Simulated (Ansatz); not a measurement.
Relaxation of C2H8FGeN (13 atoms, charge 0, multiplicity 1), to a largest force component of 0.02 eV/Å in at most 50 steps.

These are results of RKS B3LYP-D4/def2-SVP (Ansatz), not measurements.

```xyz
13
Properties=species:S:1:pos:R:3
C -1.676 -0.591 0.153
Ge 0.163 -0.281 0.500
N 1.133 -1.519 -0.480
C 0.752 1.532 -0.032
F 0.440 1.683 -1.396
H -2.318 0.211 0.713
H -1.990 -1.569 0.450
H -1.877 -0.396 -0.951
H 0.440 -0.449 2.058
H 0.985 -1.330 -1.453
H 2.161 -1.296 -0.273
H 1.776 1.683 0.194
H 0.033 2.285 0.532
```

Q: Where does it end, and by what steps?

A: The run converged. The force dipped under the threshold on the way, but the program's further checks kept it going. After 6 steps the energy has fallen by 0.482 eV; H11 moved furthest, 0.22 Å.

```tsv
step	energy less start (eV)	largest force component (eV/Å)	accepted
0	0.0000	3.998	yes
1	-0.4256	0.843	yes
2	-0.4710	0.201	yes
3	-0.4796	0.200	yes
4	-0.4814	0.042	yes
5	-0.4819	0.016	yes
6	-0.4821	0.016	yes
```

```xyz
13
Properties=species:S:1:pos:R:3
C -1.687 -0.534 0.114
Ge 0.203 -0.253 0.529
N 1.158 -1.536 -0.397
C 0.661 1.607 -0.013
F 0.328 1.748 -1.360
H -2.325 0.082 0.766
H -1.957 -1.592 0.245
H -1.876 -0.242 -0.931
H 0.538 -0.440 2.028
H 0.982 -1.537 -1.400
H 2.165 -1.516 -0.251
H 1.737 1.824 0.112
H 0.094 2.353 0.573
```

Whether the end is a true minimum wasn't checked by a vibrational analysis.

Run time: 19 s on 2 threads of Intel(R) Xeon(R) 6975P-C (Granite Rapids) (shared host), peak memory 0.35 GiB.
